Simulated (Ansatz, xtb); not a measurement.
## CH2FTe+: which of two structures lies lower

We compare X, a triplet given by its coordinates, with Y, `[H]/[Te+]=C\F`, a singlet. Both are isolated ions in the gas phase, relaxed with B3LYP-D4/def2-TZVP.

X (Å):

```xyz
5

C    -0.1458   -0.1544   -0.4464
F    -0.1500   -1.1468   -1.3533
Te   -1.5581    1.3982   -1.1886
H     0.8295    0.3298   -0.3773
H    -0.5348   -0.4830    0.5186
```

Close contacts (Å): C1–F2 1.34, C1–Te3 2.23, C1–H4 1.09, C1–H5 1.09.

Y (Å):

```yaml
atoms:
  - { symbol: C, position_ang: [0.4351, -0.2077, -0.3062] }
  - { symbol: F, position_ang: [0.1123, 0.7179, -1.1299] }
  - { symbol: Te, position_ang: [0.2851, -0.0295, 1.6822] }
  - { symbol: H, position_ang: [-0.3076, 1.5236, 1.5455] }
  - { symbol: H, position_ang: [0.8057, -1.1200, -0.7755] }
```

**Question.** Estimate which is lower in electronic energy at CCSD(T)/def2-TZVPP, and by roughly how much.

**Answer.** Too close to call at this level: CCSD(T)/def2-TZVPP gives E(Y) − E(X) = −0.021 eV.

The same difference at several levels:

| level | geometry | E(Y) − E(X) (eV) | departure from the last row (eV) | job, with rough time for the two |
| --- | --- | --- | --- | --- |
| B3LYP-D4/def2-TZVP | B3LYP-D4/def2-TZVP | −0.092 | −0.071 | optimisation, 36 s |
| HF/def2-TZVPP | B3LYP-D4/def2-TZVP | +1.060 | +1.081 | part of the CCSD(T) run |
| MP2/def2-TZVPP | B3LYP-D4/def2-TZVP | +0.044 | +0.065 | part of the CCSD(T) run |
| CCSD(T)/def2-TZVPP | B3LYP-D4/def2-TZVP | −0.021 |  | single point, 74 s |

The largest departure from CCSD(T)/def2-TZVPP is that of HF/def2-TZVPP, 1.081 eV. Levels run at GFN2-xTB geometries aren't shown. The triplet state of X needn't be its ground state.

With harmonic frequencies from B3LYP-D4/def2-TZVP (ideal gas, rigid rotor, one conformer each, 298.15 K, 1 atm): the zero-point term adds −0.109 eV; ΔH is −0.128 and ΔG −0.092 eV.

The T1 diagnostic of structure Y is large, so the coupled-cluster value is less sure. Open shells are spin-unrestricted. The correlated steps freeze 6 core orbitals; the filled d shell of Te is correlated, in a basis made for valence electrons. Atoms past krypton carry core potentials in the def2 sets and no spin–orbit term is included. ΔG holds the spin degeneracy. Run with Ansatz 0.2.0; the last row on 2 threads of Arm Neoverse V2 on a shared host.
